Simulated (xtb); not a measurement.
C3H8Si2, SMILES C#C[Si@@H](C)[SiH3]. All values are semi-empirical tight-binding results from xtb (GFN2-xTB unless named), good for trends rather than for accurate numbers. The structure is a stationary point at GFN2-xTB. The structure was generated by enumeration; whether it is a known compound was not checked.

Question: Estimate the properties. (The exact figures need the calculation; the answer reports its results.)

Answer: 
- orbital gap: 4.20 eV
- dipole moment: 0.36 D
- zero-point energy: 54.6 kcal/mol
- G − E(el) at 298.15 K (modified RRHO): 33.2 kcal/mol
- static polarisability (D4 model): 90.2 bohr³
- solvation energy, GFN2-xTB/ALPB(water): -1.1 kcal/mol
- solvation energy, GFN2-xTB/ALPB(acetonitrile): -4.3 kcal/mol
